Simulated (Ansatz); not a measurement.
A structure relaxed at PBE-D4/def2-SVP in Ansatz, charge 0, singlet:

```xyz
8

Nb   -1.2101    1.3924   -0.9943
B     0.4957    0.8166    0.1437
B    -1.6490   -0.5332   -0.8760
B     0.3080   -0.3462    1.5031
B     1.7512    0.0328    1.0375
B    -0.0120   -0.5030   -1.1416
B    -1.0625   -0.1721    0.6272
B     1.3785   -0.6872   -0.2995
```

(1) Give its formula and point group.

(2) Summarise the bond lengths by kind (pairs closer than 1.2 times the sum of covalent radii, bridged metal pairs left out).

Answers

(1) NbB₇. Point group Cs (tolerance 0.1 Å).

(2) 11 × B–B 1.56 to 1.91 Å; 4 × B–Nb 1.98 to 2.26 Å. The metal has 4 neighbours: B 2.13 Å, B 1.98 Å, B 2.25 Å, B 2.26 Å.

In the def2 sets Nb takes a core potential; there is no spin–orbit coupling. The restricted singlet is unstable towards broken spin symmetry in Hartree–Fock (as tested in another run); at PBE-D4/def2-SVP this wasn't settled. Another isomer (singlet) lies 0.99 eV lower at PBE0-D4/def2-TZVP; other spin states weren't run for this one.
